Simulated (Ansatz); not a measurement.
System: C3H5Cl, charge 0, singlet. C3H5Cl (SMILES C/C=C/Cl).
B3LYP-D3(BJ)/def2-TZVP minimum from Ansatz (a program for electronic structure):
```xyz
9

C     -2.4001     0.0573    -0.0666
C     -0.9526     0.4339    -0.0613
C      0.0292    -0.4473     0.0387
Cl     1.7132    -0.0083     0.0448
H     -2.8847     0.3888    -0.9890
H     -2.9297     0.5371     0.7609
H     -2.5361    -1.0211     0.0213
H     -0.7075     1.4873    -0.1443
H     -0.1263    -1.5137     0.1251
```
Charge 0, spin multiplicity 1.

Property: atomisation energy (electronic, to ground-state atoms), in kcal/mol. Open shells are spin-unrestricted; no spin-orbit coupling. CBS(X,Y): correlation extrapolated as X^-3, Hartree-Fock from the larger set. A bracket is a step between two methods taken in the basis named. The functionals are non-relativistic, so their misses hold any scalar relativity. Double hybrids freeze cores in their MP2 part. 'core' is core correlation in cc-pwCVTZ (1s frozen past Ne), 'X2C' scalar relativity in cc-pVTZ-DK, both at CCSD(T). For partners of very few electrons the exact lower level stands in for a higher one.

CCSD(T)/CBS(cc-pV(T+d)Z,cc-pV(Q+d)Z) + [CCSDT(Q) - CCSD(T)]/cc-pV(D+d)Z + core + X2C (Ansatz) gives 842.2 kcal/mol.

Q: How far off this value is PBE/def2-TZVPD (Ansatz), in which direction, and which of these levels come nearer: r2SCAN/def2-TZVPD, B3LYP/def2-TZVPD, wB97M-V/def2-TZVPD, B2PLYP/def2-TZVPD, CCSD(T)/CBS(cc-pV(T+d)Z,cc-pV(Q+d)Z) + core + X2C?

A: PBE gives 858.7 kcal/mol, 16.5 kcal/mol above it. Differences of the others: r2SCAN/def2-TZVPD (Ansatz) 0.0; B3LYP/def2-TZVPD (Ansatz) -8.3; wB97M-V/def2-TZVPD (Ansatz) -0.7; B2PLYP/def2-TZVPD (Ansatz) -12.4; CCSD(T)/CBS(cc-pV(T+d)Z,cc-pV(Q+d)Z) + core + X2C (Ansatz) -0.6 kcal/mol. Nearer than PBE: r2SCAN/def2-TZVPD, B3LYP/def2-TZVPD, wB97M-V/def2-TZVPD, B2PLYP/def2-TZVPD, CCSD(T)/CBS(cc-pV(T+d)Z,cc-pV(Q+d)Z) + core + X2C.
